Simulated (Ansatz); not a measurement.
**Energy profile**

The step: BH₂Cl ([BH2][Cl]) + NH₃ + NH₃ → BNH₄ ([BH2][NH2]) + HCl + NH₃; bonds formed: Cl2–H7, H5–N8; dative contacts that become bonds: B1–N6; bonds broken: B1–Cl2, H5–N6, H7–N8 (atoms numbered as in the saddle structure below).

B1  (-1.474, -0.794, -0.249)
Cl2  (-0.422, 0.877, -2.027)
H3  (-1.408, -1.655, -1.072)
H4  (-2.411, -0.060, -0.163)
H5  (0.947, 0.287, 0.553)
N6  (-0.586, -0.880, 0.882)
H7  (0.787, 1.043, -0.957)
N8  (1.506, 0.961, -0.002)
H9  (-0.077, -1.738, 1.029)
H10  (-0.879, -0.468, 1.755)
H11  (1.604, 1.845, 0.484)
H12  (2.415, 0.582, -0.234)
(Å)

Electronic energies by CCSD(T) at an estimated basis limit (MP2 extrapolated from triple and quadruple zeta, plus CCSD(T) − MP2 in triple zeta), on PBE0-D4/def2-TZVP structures; BN2H8Cl, singlet; no counterpoise correction. Ansatz 0.2.0; basis: def2-TZVPP and def2-QZVPP; cores frozen in the correlated methods. Extrapolation: Hartree–Fock as exp(−7.88 √X), correlation as X^−2.97.

(1) Give the profile in eV, counted from the separated reactants. (An estimate is asked for; the value comes from the calculation.)

The T1 diagnostic stays at or below 0.013.

Results:

(1) By the calculation:
| point | eV |
| --- | --- |
| separated: BH2Cl (linked as [BH2][Cl]; B1, Cl2, H3, H4; singlet) + NH3 (H5, N6, H9, H10; singlet) + NH3 (H7, N8, H11, H12; singlet) | 0.000 |
| start structure | -1.758 |
| saddle | -0.692 |
| end structure | -0.889 |
| separated: BNH4 (linked as [BH2][NH2]; B1, H3, H4, N6, H9, H10; singlet) + HCl (Cl2, H7; singlet) + NH3 (H5, N8, H11, H12; singlet) | -0.500 |
The saddle lies below the separated reactants: the barrier is submerged.

The step is the kind of exchange with an N–H group that builds nitride films in atomic layer and chemical vapour deposition.

For scale, one of the runs: CCSD(T)/def2-TZVPP, 247 basis functions, launched by `ansatz run in.yaml --threads 4 --pin off --events-out ev --progress --plain --max-ram 9574MiB`. Hardware: 4 CPU threads of an Arm Neoverse V1, shared host. Wall time 2.1 min; peak host memory 5.1 GiB.
